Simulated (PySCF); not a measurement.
Sn(H)2(Br)(vinyl) (C₂H₅BrSn), SMILES C=[CH][SnH2][Br]. Atoms are numbered in the order given.

```xyz
9

Sn     0.1681     0.1570    -0.7478
Br    -1.3981    -0.2801     1.1721
C      2.1006     0.5403     0.0697
C      3.1349    -0.2785    -0.1613
H      0.2117    -1.2730    -1.6885
H     -0.5090     1.4919    -1.5772
H      2.2389     1.4295     0.6984
H      4.1303    -0.0814     0.2580
H      3.0450    -1.1841    -0.7744
```
Charge 0, spin multiplicity 1.

Geometry: r2SCAN-D4/def2-SVP. The structure was generated by enumeration; whether it is a known compound was not checked. The def2 effective core potentials stand for the cores of Sn; spin–orbit coupling is left out. One conformer was computed; it need not be the lowest.

These are PBE/def2-TZVP (PySCF) values and carry that method's errors.

ESP charges are fitted to the potential on shells at 1.4 to 2.0 van der Waals radii. Atomic charges (e):

```csv
atom,ESP fit,Löwdin,Mulliken
Sn1,0.25,0.27,0.64
Br2,-0.21,0.00,-0.36
C3,-0.13,[?],-0.32
C4,-0.38,-0.22,-0.24
H5,-0.02,[?],-0.05
H6,-0.02,[?],-0.04
H7,0.14,[?],0.13
H8,0.17,0.13,0.13
H9,0.19,0.13,0.13
```

Problem. What belongs in the gaps? (Estimate from the structure and the level; the computed values follow.)

Solution. 
- C3, Löwdin: -0.36
- H5, Löwdin: -0.04
- H6, Löwdin: -0.04
- H7, Löwdin: 0.14
